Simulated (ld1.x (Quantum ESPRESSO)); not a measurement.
**How hard is this indium (In) TM semilocal potential?**

In (Z = 49), norm-conserving Troullier–Martins (semilocal form), made with ld1.x (Quantum ESPRESSO) 7.5 (Wu–Cohen, scalar-relativistic). Core [Kr], reference 4d10 5s1 5p2. Waves: 5p (bound): rc 2.65 bohr; 4d (bound): rc 1.55 bohr; 5s (bound): rc 1.75 bohr. Local part: the s channel. Core correction: none.

The pseudo-atom Hamiltonian at the reference potential is diagonalised in spherical Bessel functions j_l(qr) that vanish at 20 bohr, with q² up to the cutoff. All-electron valence levels (Ry): 5p -0.2375, 4d -1.4837, 5s -0.6808.

How do the lowest levels (Ry) of each channel move with the cutoff, and are there ghosts?

```tsv
cutoff (Ry)	p #1	d #1	s #1	s #2	Σ f·Δε (mRy)
8	-0.2349	-0.0182	-0.6579	-0.0291	14683.4
12	-0.2372	-0.1597	-0.6595	-0.0292	13262.1
18	-0.2374	-0.4905	-0.6715	-0.0302	9941.6
25	-0.2375	-0.8066	-0.6777	-0.0308	6774.5
35	-0.2375	-1.1998	-0.6784	-0.0309	2841.5
50	-0.2375	-1.4380	-0.6804	-0.0310	457.5
60	-0.2375	-1.4712	-0.6804	-0.0311	125.2
80	-0.2375	-1.4832	-0.6807	-0.0311	5.4
100	-0.2375	-1.4835	-0.6807	-0.0311	1.9
120	-0.2375	-1.4836	-0.6807	-0.0311	0.9
160	-0.2375	-1.4837	-0.6808	-0.0311	0.1
400	-0.2375	-1.4837	-0.6808	-0.0311	0.0
```

Result: no extra level below or beside the all-electron valence levels (p, d, s tested); the semilocal form is local in each channel, so this says nothing of the separable form that plane-wave codes build from it; 10 mRy is reached at 80 Ry and 1 mRy at 120 Ry.
